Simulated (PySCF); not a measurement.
## Orbital picture of GeCl⁺

PBE0 at R = 2.067 Å; Ge cc-pVTZ-PP with ECP10, Cl cc-pV(T+d)Z; scalar-relativistic core potentials (PySCF 2.14). State: ¹Σ⁺ (singlet), closed shell. Only the outer orbitals are listed, counted within each symmetry, core potentials removing the inner ones.

```
orbital  occ.  ε (eV)  on Ge (%)            main shells (%)
     7σ     2  -30.01         11                    87 Cl s
     8σ     2  -21.27         65   64 Ge s, 25 Cl p, 9 Cl s
     4π     2  -16.36         12            88 Cl p, 9 Ge p
     4π     2  -16.36         12            88 Cl p, 9 Ge p
     9σ     2  -16.15         53  46 Cl p, 26 Ge s, 26 Ge p
     5π     0   -9.48         90            90 Ge p, 9 Cl p
     5π     0   -9.48         90            90 Ge p, 9 Cl p
    10σ     0   -5.91         86   73 Ge p, 14 Cl p, 9 Ge d
```

Task: Which are the highest filled and the lowest empty level, where do they sit, and how wide is the gap?

Result: Highest filled 9σ at -16.15 eV (in %: 46 Cl p, 26 Ge s, 26 Ge p); lowest empty 5π at -9.48 eV (in %: 90 Ge p, 9 Cl p); the gap at PBE0 is 6.67 eV.

```
bond order (Mayer)                                                                                                 : 1.61
⟨S²⟩                                                                                                               : 0.000
charge on Ge (Mulliken, basis-dependent)                                                                           : 0.96
charge on Ge (Löwdin, basis-dependent)                                                                             : 0.65
dipole moment (positive dipole points towards Cl; it is taken about the centre of mass and depends on that origin) : -2.13 D
polarisability along the bond                                                                                      : 45.7 bohr³
polarisability across the bond                                                                                     : 24.2 bohr³
```
